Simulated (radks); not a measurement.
Task: Neutral neon, [Ne]. Calculated with a radial shooting solver on a logarithmic mesh with Libxc functionals: non-relativistic Kohn-Sham, exchange-only B88, spin-polarised, spherical densities, point nucleus. Every spin shell is full or empty, so the densities are truly spherical. Functionals are evaluated on that one density, not self-consistently. Rank these exchange functionals by their error against the exact value of the orbitals, and give that value: LDA, RPBE, PW91, WC, G96, TPSS, revTPSS, SCAN.

Result: Exact: -12.0287 hartree. From best to worst, with 100 (|E| - |E exact|)/|E exact| (equal figures are ties): revTPSS +0.24, PW91 +0.30, G96 +0.51, SCAN +0.61, RPBE +0.65, TPSS +0.81, WC -1.41, LDA -8.68.
